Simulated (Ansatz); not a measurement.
`B[O][GeH2][F]` + H₂O → `[OH][GeH2][F]` + `BO` at 400 K and 1 bar (formal hydrolysis of a Ge–O bond).

Gas-phase electronic energies from Ansatz, PBE0-D4/def2-TZVP geometries. CCSD(T)/CBS is the MP2 limit (def2-TZVPP, def2-QZVPP) plus CCSD(T) − MP2 in def2-TZVPP, frozen cores. This one scheme is used for every species. For Ge outer-core shells are correlated without core-valence functions, which leaves a few kJ/mol of doubt a bond. Scalar relativity is left out up to krypton. Each species was taken in one conformer, which may not be the lowest.

| species | CCSD(T)/CBS energy (Eh) | H − E (kJ/mol) | S (J/(mol·K)) |
| --- | --- | --- | --- |
| `B[O][GeH2][F]` | -2278.36226 | 143.2 | 355.6 |
| H₂O | -76.37941 | 69.8 | 198.6 |
| `[OH][GeH2][F]` | -2252.93819 | 106.2 | 313.8 |
| `BO` | -101.80414 | 108.2 | 244.0 |

H − E and S are ideal-gas, rigid-rotor, harmonic terms from PBE0-D4/def2-TZVP, for one conformer and one mirror image of each species. 1 Eh = 2625.50 kJ/mol, R = 8.31446 J/(mol·K).

Question: By hand: ΔE, ΔH, ΔS and ΔG.

Answer: ΔE = (-2252.93819) + (-101.80414) − (-2278.36226) − (-76.37941) = -0.00066 Eh = -1.7 kJ/mol. Δ(H − E) = 106.2 + 108.2 − 143.2 − 69.8 = 1.4, so ΔH = -0.3 kJ/mol. ΔS = 313.8 + 244.0 − 355.6 − 198.6 = 3.6 J/(mol·K). ΔG = -0.3 − 400 × (3.6)/1000 = -1.7 kJ/mol.

Question: By hand: the equilibrium constant, and the temperature at which ΔG would vanish if ΔH and ΔS stayed fixed.

Answer: log₁₀ K = −ΔG/(RT ln 10) = 0.2. ΔH and −TΔS have one sign here, so there is no such temperature. One of them is within its doubt of zero, so this could turn.

TΔS isn't small against ΔH here. The sign of ΔG lies within the doubt. A doubt of 5 kJ/mol in ΔE shifts log₁₀ K by 0.7 here. Other conformers and mirror images would add mixing entropy, several J/(mol·K) or more a flexible species. Modes under 60 cm⁻¹, often nearly free rotors, make the harmonic entropy too high. These are equilibria of isolated gas molecules and say nothing of rates. Largest T1 diagnostic: 0.014 (customary marks: 0.02 for closed shells, 0.045 for open ones).
